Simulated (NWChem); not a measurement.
# Correlation energy of BO

```
B
O 1 1.2034
```
Charge 0, spin multiplicity 2.

Everything below was run with NWChem. Structure: optimised with UB3LYP/def2-SVP, a minimum by its harmonic frequencies.

Basis set: 3-21G. Each correlation energy counts from its own Hartree-Fock reference.

| method | correlation energy (mHa) |
|---|---|
| CCSDT on ROHF | -186.6 |
| CCSD(T) on UHF | -180.2 |
| CCSD(T) on ROHF | -186.3 |
| CCSD[T] on UHF | -182.5 |
| SCS-UMP2 | -162.3 |
| CCSD[T] on ROHF | -189.1 |
| UMP2 | -170.7 |
| CCSD on UHF | -172.8 |
| CCSD on ROHF | -178.1 |

The values span 26.8 mHa, from CCSD[T] on ROHF (lowest) to SCS-UMP2 (highest). 

The correlated methods keep 2 core orbitals frozen. The structure started from a generated list of species. The unpaired electrons of the parent sit in orbitals of symmetry a1 (C2v labels of the run); other states weren't searched. The stability of the SCF solutions was not checked. Open-shell Hartree-Fock references start from PBE0 orbitals. Coupled-cluster values serve here as a point of comparison, not as the truth.
